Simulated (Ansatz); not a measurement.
Saddle point of SiNH5ClF, closed shell (SiNH₄F ([NH2][SiH2][F]) + HCl → SiNH₄Cl ([NH2][SiH2][Cl]) + HF; bonds formed: Si1–Cl7, F2–H6; bonds broken: Si1–F2, H6–Cl7), PBE0-D4/def2-TZVP structure:

```tsv
atom	x (Å)	y (Å)	z (Å)
Si1	0.2491	-0.2331	0.4071
F2	1.8433	0.1983	-0.7361
H3	0.8013	-1.6084	0.2967
H4	0.6603	0.3153	1.7106
N5	-1.3591	-0.5331	-0.0048
H6	1.4673	1.1282	-0.8634
Cl7	0.0401	2.0151	-0.3818
H8	-1.6628	-1.4645	-0.2333
H9	-2.0394	0.1820	-0.1950
```

Energies are electronic, without zero-point energy. Barriers and step energies count from the start structure reached by relaxing down the imaginary mode; all methods use the PBE0-D4 structures, on which another method's saddle can fall below an end. Computed with Ansatz 0.2.0 (basis: def2-TZVPP, with def2-QZVPP for the basis limit); correlated methods freeze the cores. B3LYP uses VWN-RPA correlation. Extrapolation: Hartree–Fock as exp(−7.88 √X), correlation as X^−2.97.

```csv
method,barrier (eV),step energy (eV)
SPW92,0.976,0.380
PBE-D4,1.240,0.354
BLYP-D4,1.448,0.463
r2SCAN-D4,1.398,0.444
B97M-V,1.568,0.507
PBE0-D4,?,0.364
B3LYP-D4,1.554,0.471
r2SCAN0-D4,?,0.431
BHLYP-D4,1.726,0.504
CAM-B3LYP-D4,1.601,0.531
wB97X-V,1.545,0.461
wB97M-V,1.470,0.450
B2PLYP,1.610,0.486
PBE-QIDH,1.518,0.399
RPA on PBE,?,0.514
HF,2.188,0.574
MP2,1.557,0.432
CCSD,1.742,0.499
CCSD(T),1.638,0.477
```

Fill in the withheld barriers. (To be estimated.)

Computed: RPA on PBE 1.653; r2SCAN0-D4 1.488; PBE0-D4 1.393 eV. Each is the energy of the saddle less that of the start structure, by the same method.

For comparison, the barrier by CCSD(T) at an estimated basis limit (MP2 extrapolated from triple and quadruple zeta, plus CCSD(T) − MP2 in triple zeta) is 1.579 eV.

T1 diagnostic: at most 0.012.

Labels in which every atom is bracketed show which atoms are joined, not bond orders.

For scale, one of the runs: CCSD(T)/def2-TZVPP, 216 basis functions, launched by `ansatz run in.yaml --threads 4 --pin off --events-out ev --progress --plain --max-ram 9574MiB`. The run took 56 s on 4 CPU threads of an Arm Neoverse V1 (shared host), with 3.1 GiB of host memory at its peak.
